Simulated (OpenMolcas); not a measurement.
**In2+: RASPT2 settings compared**

```yaml
Program: OpenMolcas 26.06
Basis: ANO-R1 [6s5p3d1f]
Scalar_Hamiltonian: X2C, finite nucleus
Active_space: 1 electron in 9 orbitals (RAS2 5s 5p; RAS3 5d, at most 1 electron)
State_averaging: 2S+1 = 2 even, 1 root; 2S+1 = 2 odd, 3 roots
Spin-orbit_coupling: RASSI with atomic mean-field integrals over the reference wave functions, term energies averaged over their components
```

Methods on the same reference wave functions:
A. RASSCF
B. SS-RASPT2, IPEA 0.2 Eh, imaginary shift 0.4 Eh (closed shells correlated: 4s 4p 4d)
C. SS-RASPT2, IPEA 0.75 Eh, imaginary shift 0.15 Eh (closed shells correlated: 4s 4p 4d)
D. XMS-RASPT2, IPEA 0.6 Eh, sigma1 regulariser 0.15 Eh (closed shells correlated: 4d)

Energies in cm-1 above 5s 2S 1/2, the measured ground level; measured values from Moore, Atomic Energy Levels, vol. III, NSRDS-NBS 35 (1971 reprint of NBS Circular 467, 1958).

```tsv
Level	A	B	C	D	Measured
5s 2S 1/2	0.0	0.0	0.0	0.0	0.0
5p 2P* 1/2	55986	58398	58271	57548	57181
5p 2P* 3/2	60136	62548	62422	61699	61523
```

Deviations, from unrounded energies. A percentage is the sum of absolute deviations over the sum of measured energies, with the sign that they share, or ± where signs differ.

| Against measurement | Levels | A | B | C | D |
| --- | --- | --- | --- | --- | --- |
| mean absolute deviation (cm-1) | 2 | 1300 | 1100 | 990 | 270 |
| other configurations (%) | 2 | -2.2 | +1.9 | +1.7 | +0.5 |

D lies closest to measurement on these levels and A furthest from it. The largest miss of D in the table is 5p 2P* 1/2, by +370 cm-1. The ranking rests on the paired levels alone, and a cruder setting can come out closer through cancelling errors.

Among B to D the level of the table that moves most is 5p 2P* 1/2, by 850 cm-1 (lowest in D, highest in B).

The lowest spin-free term lies below A's lowest term by 0.419 hartree in B, 0.416 hartree in C, 0.319 hartree in D.

With one active electron outside closed inactive shells, the extra shells (5d) add no correlation to the reference. With one active electron the reference holds no correlation, so core polarisation is missing (holds for A). With one active electron, CASPT2 adds the correlation within the correlated inactive shells and between them and that electron, and leaves the splitting within a term as the reference gives it (holds for B; C; D). Measured partners are found by configuration, term and J. A level has none where our copy of the source lacks it or the pairing is in doubt (some pairs that miss far off the trend of their configuration count as doubtful), and it then counts in no deviation. Levels of configurations outside the active space are missing.

* marks odd parity.
